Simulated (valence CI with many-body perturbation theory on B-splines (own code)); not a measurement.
## Br XV: configurations and terms from energies and g

Calculated by valence CI with perturbative core correlation (CI+MBPT): three valence electrons over a frozen Dirac-Fock core [Ar], a basis of 9 s, 9 p, 10 d, 8 f, 5 g, 3 h, 1 i functions for each j, with the one-electron correlation potential Σ1 (screened to all orders), the two-electron term Σ2, the three-electron term Σ3, Breit, model QED; selected single and double excitations, second order for the rest (own B-spline code, finite nucleus).

No measured levels were compared; by estimate terms of the open shell hold to 2 to 4 % of their energy, and close levels can change places. Core correlation moves these levels by up to 4600 cm⁻¹, and in measured spectra 5 to 20 % of such shifts remained as error; rates that hang on mixing are uncertain with them. Only levels of the ground parity were solved; by the run's estimate the other parity begins above the list, which can be wrong where configurations are misplaced.

```tsv
No.	J	Parity	E (eV)	g
1	3/2	even	0.0000	0.409
2	5/2	even	0.6027	1.029
3	7/2	even	1.297	1.233
4	9/2	even	2.015	1.322
5	3/2	even	5.029	1.594
6	1/2	even	5.135	2.469
7	7/2	even	5.815	0.893
8	5/2	even	6.082	1.589
11	1/2	even	7.612	0.864
12	9/2	even	8.305	0.967
13	11/2	even	8.316	1.089
14	5/2	even	8.625	1.205
16	7/2	even	12.371	1.140
17	5/2	even	12.607	0.864
```

Energies count from the lowest level. Strongly mixed levels and levels close to another of their J and parity are left out, so the numbers can have gaps.

Problem. Give configuration and LS term of each level.

Solution. 1: 3d3 4F; 2: 3d3 4F; 3: 3d3 4F; 4: 3d3 4F; 5: 3d3 4P; 6: 3d3 4P; 7: 3d3 2G; 8: 3d3 4P; 11: 3d3 2P; 12: 3d3 2H; 13: 3d3 2H; 14: 3d3 2D; 16: 3d3 2F; 17: 3d3 2F.
